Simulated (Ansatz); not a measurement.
Consider the ligand exchange at the Si–C bond: `[SiH3]C1N[SiH2]1` + `[CH3][In]([NH2])[OH]` → `[CH3][In]([NH2])[O][SiH3]` + `C1N[SiH2]1`.

Computed with Ansatz on PBE0-D4/def2-TZVP structures; ΔE is electronic, products minus reactants. CCSD(T)/CBS adds triple-zeta CCSD(T) − MP2 to the extrapolated MP2 energy (def2 sets, frozen cores). Elements past krypton have def2 core potentials. For In outer-core shells are correlated without core-valence functions, which leaves a few kJ/mol of doubt a bond. Each species was taken in one conformer, which may not be the lowest.

`[SiH3]C1N[SiH2]1`:

```xyz
11

Si   -1.522   -0.336   -0.311
C     0.067   -0.314    0.653
N     0.777    0.997    0.901
Si    1.650    0.007   -0.214
H    -1.903   -1.731   -0.656
H    -2.638    0.284    0.458
H    -1.340    0.457   -1.559
H     0.084   -0.958    1.533
H     0.267    1.818    0.604
H     2.949   -0.515    0.255
H     1.609    0.290   -1.665
```

`[CH3][In]([NH2])[OH]`:

```xyz
10

C     0.760    1.579   -0.773
In   -0.207   -0.050    0.198
N     0.189   -2.031    0.145
O    -1.649    0.389    1.508
H     0.498    2.504   -0.262
H     1.841    1.443   -0.754
H     0.434    1.639   -1.812
H    -0.524   -2.675    0.453
H     0.668   -2.420   -0.653
H    -2.012   -0.380    1.951
```

`[CH3][In]([NH2])[O][SiH3]`:

Cartesian coordinates in Å:
```
C 1.040 -2.198 1.272
In 0.639 -0.319 0.373
N 1.663 1.348 -0.071
O -1.190 -0.152 -0.430
Si -2.039 0.988 -1.201
H 0.793 -2.984 0.559
H 0.406 -2.313 2.152
H 2.085 -2.282 1.564
H 1.122 2.161 -0.325
H 2.459 1.620 0.484
H -3.382 1.167 -0.578
H -1.355 2.321 -1.162
H -2.242 0.643 -2.638
```

`C1N[SiH2]1`:

Z-matrix (Å, degrees):
```
C
Si 1 1.829
N 1 1.494 2 61.5
H 1 1.090 2 117.4 3 107.8
H 1 1.087 2 123.6 3 -101.3
H 2 1.481 1 117.8 3 -107.7
H 2 1.478 1 124.7 3 97.4
H 3 1.009 1 116.0 2 119.2
```

```tsv
species	SCS-MP2/def2-TZVPP energy (Eh)
`[SiH3]C1N[SiH2]1`	-674.91184
`[CH3][In]([NH2])[OH]`	-360.88085
`[CH3][In]([NH2])[O][SiH3]`	-651.16413
`C1N[SiH2]1`	-384.67151
```

Work out ΔE.

ΔE = (-651.16413) + (-384.67151) − (-674.91184) − (-360.88085) = -0.04295 Eh = -1.17 eV. CCSD(T)/CBS gives -1.10 eV.

Largest T1 diagnostic among the species: 0.015.

At CCSD(T), def2-SVP lies −0.04 eV from the extrapolated value and def2-TZVPP −0.02 eV. From PBE to PBE0 (25 % exact exchange), in def2-TZVPP and without D4, ΔE moves by −0.08 eV.
